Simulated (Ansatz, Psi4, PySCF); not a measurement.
HCl₃OZr, triplet, geometry from GFN2-xTB (such geometries of metal compounds can be far from the true shape) (the multiplicity is a formal guess) (core potentials on Zr). Base run: PySCF with HF/def2-SVP.

Input for PySCF:
```python
from pyscf import gto, scf

mol = gto.Mole()
mol.atom = '''
    Zr   -0.327492    0.364466   -0.052219
    Cl    1.582164    1.384855   -0.783012
    Cl    0.419074   -0.999974    1.748496
    Cl   -0.122131   -1.861194   -0.868246
    O    -2.010622    1.102674    0.052934
    H    -2.760144    1.697322    0.012243
'''
mol.basis = 'def2-svp'
mol.ecp = {'Zr': 'def2-svp'}
mol.charge = 0
mol.spin = 2
mol.verbose = 4
mol.build()

mf = scf.UHF(mol)
mf.kernel()
```

The same geometry, method and basis name were run in Ansatz (an electronic-structure program) and Psi4 and PySCF, at each program's defaults and at the settings that a row names. The base is PySCF at its defaults. Differences at the defaults can come from grids, fitting, cores and function types together.

```json
[
 {"code and settings": "PySCF, defaults (exact integrals, spherical functions)", "ΔE vs base (µEh)": "0.0", "basis functions": "104", "E (Eh)": "-1500.13558", "SCF cycles": "19", "dipole (D)": "3.35"},
 {"code and settings": "Psi4, defaults (density fitting with its default set, spherical functions)", "ΔE vs base (µEh)": "141", "basis functions": "104", "E (Eh)": "-1500.13544", "SCF cycles": "21", "dipole (D)": "3.35"},
 {"code and settings": "Ansatz, defaults (factorised integrals, spherical functions)", "ΔE vs base (µEh)": "8.0", "basis functions": "104", "E (Eh)": "-1500.13557", "SCF cycles": "-", "dipole (D)": "-"},
 {"code and settings": "PySCF, density fitting with def2-universal-jkfit", "ΔE vs base (µEh)": "141", "basis functions": "104", "E (Eh)": "-1500.13544", "SCF cycles": "19", "dipole (D)": "3.35"},
 {"code and settings": "Psi4, exact integrals, spherical functions", "ΔE vs base (µEh)": "0.2", "basis functions": "104", "E (Eh)": "-1500.13558", "SCF cycles": "35", "dipole (D)": "3.35"},
 {"code and settings": "Ansatz, high accuracy", "ΔE vs base (µEh)": "0.0", "basis functions": "104", "E (Eh)": "-1500.13558", "SCF cycles": "-", "dipole (D)": "-"}
]
```

Open shells are given as the SCF converged; they aren't shown to be the lowest states, and a large step between rows can be another state.
